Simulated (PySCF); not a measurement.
# Gas-phase XPS of `C=C/C=C/Br`, computed

Species: C4H5Br.
Cartesian coordinates in Å at the PBE0-D3(BJ)/def2-SVP level; atoms count from 1:
```
atom  x, y, z in Å
C1    -1.815   -1.025    0.162
C2    -0.620   -0.651   -0.316
C3     0.123    0.496    0.176
C4     1.316    0.853   -0.317
Br5    2.289    2.325    0.304
H6    -2.342   -1.895   -0.236
H7    -2.303   -0.471    0.969
H8    -0.157   -1.228   -1.125
H9    -0.325    1.083    0.985
H10    1.816    0.309   -1.123
```

Computed with delta-SCF UKS SCAN, pcX-2 on the ionised atom, pcseg-1 elsewhere, spin-free X2C in PySCF 2.14.0. Each binding energy is the total energy of the core-ionised species, with the hole localised on one atom, minus that of the ground state; both are solved self-consistently, so orbital relaxation is included.

List the computed XPS lines with their assignment.

| atom(s) | bonded to | level | binding energy (eV) | above the level's lowest (eV) | count |
| --- | --- | --- | --- | --- | --- |
| C4 | Br, C (double bond) and H | C 1s | 291.26 | +1.24 | 1 |
| C2 | C (double bond), C and H | C 1s | 290.87 | +0.85 | 1 |
| C3 | C (double bond), C and H | C 1s | 290.78 | +0.76 | 1 |
| C1 | C (double bond) and 2 H | C 1s | 290.02 | 0.00 | 1 |

The listed C 1s values span 1.24 eV, from C1 (bonded to C (double bond) and 2 H) to C4 (bonded to Br, C (double bond) and H).

Give the binding energy of C 1s of C1 in hartree and in kJ/mol.

290.02 eV = 10.6580 Eh = 27983 kJ/mol.

Which photon wavelength matches the C 1s of C1 threshold?

λ = hc/E = 12398.42 eV Å / 290.02 eV = 42.750 Å.

Spin contamination (⟨S²⟩ against 0.75 for a pure doublet) is marked for C 1s of C2 (0.91) and C 1s of C3 (0.87), which makes these values less certain. No level of bromine is listed. Isolated species at its PBE0-D3(BJ)/def2-SVP geometry (one conformer only).
